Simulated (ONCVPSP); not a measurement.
## Er (Z = 68), ONCV: configuration errors across variants

```json
{
  "Element": "Er",
  "Generator": "ONCVPSP 4.0.1",
  "Type": "optimised norm-conserving Vanderbilt (ONCV)",
  "Functional": "PBE",
  "Relativity": "scalar-relativistic",
  "Frozen core": "[Kr] 4d10 4f11",
  "Valence charge": "11",
  "Reference configuration": "5s2 5p6 5d1 6s2",
  "Partial waves": "5s+6s: rc 2.15 bohr, ncon 4, nbas 9, qcut 6.3 1/bohr, 3 projectors, debl 0.8 Ha; 5p: rc 2.15 bohr, ncon 4, nbas 7, qcut 7.8 1/bohr, local; 5d: rc 2.65 bohr, ncon 4, nbas 9, qcut 6.1 1/bohr, 2 projectors, debl 2.3 Ha; f scattering state at 0.45 Ha: rc 2.40 bohr, ncon 4, nbas 8, qcut 4.3 1/bohr, 2 projectors, debl 2.2 Ha",
  "Local potential": "the p channel",
  "Core correction": "Teter function, fcfact 3.75, rcfact 1.6"
}
```

All-electron excitation energies from the reference (eV): (1) 5s2 5p6 5d1 6s1 7.044; (2) 5s2 5p6 5d1 6s0 19.809; (3) 5s2 5p6 5d1 6s1.5 2.848.

A true bound ghost makes a file unfit for plane-wave use even where its test errors are small: the radial tests pick states by their node count and pass the ghost by.

Errors AE − PS in meV (a dash: test not solved or not reliable):

| change | (1) | (2) | (3) | bound ghosts | GHOST(+) flags above zero |
| --- | --- | --- | --- | --- | --- |
| base | -1.9 | -6.4 | -0.8 | f | f |
| d: qcut 6.7 | -1.9 | -6.3 | -0.8 | f | f |
| f: qcut 5.1 | -1.9 | -6.4 | -0.8 | f | f |
| p: nproj 1; local potential polynomial inside 1.95 bohr (lpopt 5, dvloc0 0 Ha) | -2.1 | -7.1 | -0.8 | f | f |
| p: rc 1.78 | -1.9 | -6.1 | -0.8 | f | f |
| core correction Teter function, fcfact 3.9, rcfact 1.6 | -2.0 | -7.4 | -0.8 | f | f |

Give the same row for: all radii but the core radius scaled by about 1.10 (s 2.36, p 2.36, d 2.90, f 2.62 bohr).

-2.4, -9.2, -0.9; bound ghosts: none; GHOST(+) flags above zero: f.
